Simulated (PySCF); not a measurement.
Species: CH₉BrSi₄.
SMILES: `C[Si@H]1[SiH2][Si@@H](Br)[SiH2]1`

A linear-response calculation (PySCF, def2-SVPD basis, gas phase, vertical, core orbitals frozen in the response) gave these numbers; the functional is withheld.

Orbital energies (eV): HOMO-3 -8.35, HOMO-2 -7.53, HOMO-1 -7.51, HOMO -6.97, LUMO -1.54, LUMO+1 -0.71, LUMO+2 -0.53.

| state | E (eV) | f | main configurations (H = HOMO, L = LUMO) |
| --- | --- | --- | --- |
| S1 | 4.39 | 0.0013 | H→L (99%) |
| S2 | 5.08 | 0.0024 | H-1→L (68%), H-2→L (30%) |
| S3 | 5.09 | 0.0034 | H-2→L (68%), H-1→L (30%) |
| S4 | 5.55 | 0.064 | H→L+1 (85%), H-1→L+1 (9%) |
| S5 | 5.72 | 0.061 | H→L+2 (79%), H-3→L (14%) |
| S6 | 5.78 | 0.0002 | H→L+3 (80%), H-1→L+1 (12%) |

Triplets, Tamm–Dancoff:

| state | E (eV) | λ (nm) | main configurations (H = HOMO, L = LUMO) |
| --- | --- | --- | --- |
| T1 | 4.09 | 302.9 | H→L (96%) |
| T2 | 4.66 | 266.3 | H-1→L (90%) |
| T3 | 4.66 | 266.1 | H-2→L (95%) |
| T4 | 4.96 | 249.7 | H→L+1 (93%) |

Vertical ionisation energy by ΔSCF with the same functional: 8.72 eV. Mean static polarisability: 152.7 au.

Question: Which of these was used?
A. B3LYP
B. wB97X-D
C. PBE
D. HF

Answer: A. B3LYP is a global hybrid with 20% exact exchange. In this run −ε(HOMO) = 6.97 eV differs from the ΔSCF value by -1.75 eV, and S1 differs from the orbital gap of 5.43 eV by -1.04 eV. The ratio −ε(HOMO)/IP is 0.80. Usual ranges for neutral molecules in this basis: 0.67 to 0.83 with B3LYP, 0.5 to 0.7 with PBE, 0.89 to 0.99 with wB97X-D; Hartree–Fock can't fall below 1, since the ion's relaxation only lowers the ΔSCF value.

Theory: TDDFT B3LYP/def2-SVPD, vertical, gas phase, core orbitals frozen in the response (PySCF). Isolated species at its PBE0-D3(BJ)/def2-SVP geometry (one conformer only). Relativistic effects, spin–orbit coupling among them, are left out although an element past zinc is present.
